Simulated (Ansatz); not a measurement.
Relaxation of BCl$_{2}$FH$_{2}$O (7 atoms, charge 0, multiplicity 1), to a largest force component of 0.03 eV/Å in at most 50 steps.

Computed with Ansatz 0.2.0, RHF/6-31G*.

```xyz
7
Properties=species:S:1:pos:R:3:forces:R:3
B 0.137 -0.505 -0.454 0.13 -1.17 0.00
Cl -0.059 0.075 2.557 0.70 -1.23 -0.17
Cl 1.591 0.423 -0.766 0.00 -0.02 0.01
F -1.029 -0.021 -0.791 -0.06 0.04 0.00
O 0.238 -1.769 0.065 -0.03 1.10 -0.50
H -0.609 -2.190 0.141 -0.06 -0.04 -0.03
H 0.551 -1.009 2.121 -0.69 1.32 0.69
```

**Question.** Where does it end, and by what steps?

**Answer.** The run converged. The force dipped under the threshold on the way, but the program's further checks kept it going. After 25 steps the energy has fallen by 0.269 eV; F4 moved furthest, 1.58 Å.

```json
{"step": "0", "energy less start (eV)": "0.0000", "largest force component (eV/Å)": "1.319", "accepted": "yes"}
{"step": "1", "energy less start (eV)": "-0.0968", "largest force component (eV/Å)": "1.125", "accepted": "yes"}
{"step": "2", "energy less start (eV)": "-0.1552", "largest force component (eV/Å)": "0.761", "accepted": "yes"}
{"step": "3", "energy less start (eV)": "-0.2024", "largest force component (eV/Å)": "0.248", "accepted": "yes"}
{"step": "4", "energy less start (eV)": "-0.2123", "largest force component (eV/Å)": "0.126", "accepted": "yes"}
{"step": "5", "energy less start (eV)": "-0.2116", "largest force component (eV/Å)": "0.644", "accepted": "no"}
{"step": "6", "energy less start (eV)": "-0.2177", "largest force component (eV/Å)": "0.228", "accepted": "yes"}
{"step": "7", "energy less start (eV)": "-0.2219", "largest force component (eV/Å)": "0.289", "accepted": "yes"}
{"step": "8", "energy less start (eV)": "-0.2275", "largest force component (eV/Å)": "0.403", "accepted": "yes"}
{"step": "9", "energy less start (eV)": "-0.2437", "largest force component (eV/Å)": "0.146", "accepted": "yes"}
{"step": "10", "energy less start (eV)": "-0.2442", "largest force component (eV/Å)": "0.143", "accepted": "yes"}
{"step": "11", "energy less start (eV)": "-0.2245", "largest force component (eV/Å)": "1.241", "accepted": "no"}
{"step": "12", "energy less start (eV)": "-0.2511", "largest force component (eV/Å)": "0.036", "accepted": "yes"}
{"step": "13", "energy less start (eV)": "-0.2533", "largest force component (eV/Å)": "0.368", "accepted": "yes"}
{"step": "14", "energy less start (eV)": "-0.2611", "largest force component (eV/Å)": "0.019", "accepted": "yes"}
{"step": "15", "energy less start (eV)": "-0.2555", "largest force component (eV/Å)": "0.723", "accepted": "no"}
{"step": "16", "energy less start (eV)": "-0.2634", "largest force component (eV/Å)": "0.145", "accepted": "yes"}
{"step": "17", "energy less start (eV)": "-0.2608", "largest force component (eV/Å)": "0.308", "accepted": "no"}
{"step": "18", "energy less start (eV)": "-0.2652", "largest force component (eV/Å)": "0.048", "accepted": "yes"}
{"step": "19", "energy less start (eV)": "-0.2662", "largest force component (eV/Å)": "0.060", "accepted": "yes"}
{"step": "20", "energy less start (eV)": "-0.2671", "largest force component (eV/Å)": "0.164", "accepted": "yes"}
{"step": "21", "energy less start (eV)": "-0.2678", "largest force component (eV/Å)": "0.116", "accepted": "yes"}
{"step": "22", "energy less start (eV)": "-0.2684", "largest force component (eV/Å)": "0.041", "accepted": "yes"}
{"step": "23", "energy less start (eV)": "-0.2686", "largest force component (eV/Å)": "0.061", "accepted": "yes"}
{"step": "24", "energy less start (eV)": "-0.2681", "largest force component (eV/Å)": "0.105", "accepted": "no"}
{"step": "25", "energy less start (eV)": "-0.2689", "largest force component (eV/Å)": "0.030", "accepted": "yes"}
```

```xyz
7
Properties=species:S:1:pos:R:3
B 0.119 -0.546 -0.855
Cl 0.553 -0.691 3.654
Cl 1.400 0.650 -0.896
F -0.467 -0.906 -1.972
O -0.252 -1.084 0.315
H -0.952 -1.721 0.234
H 0.420 -0.697 2.391
```

Whether the end is a true minimum wasn't checked by a vibrational analysis.

Time of the run: 50 s on 1 thread of Arm Neoverse V2 (shared host), peak memory 0.16 GiB.
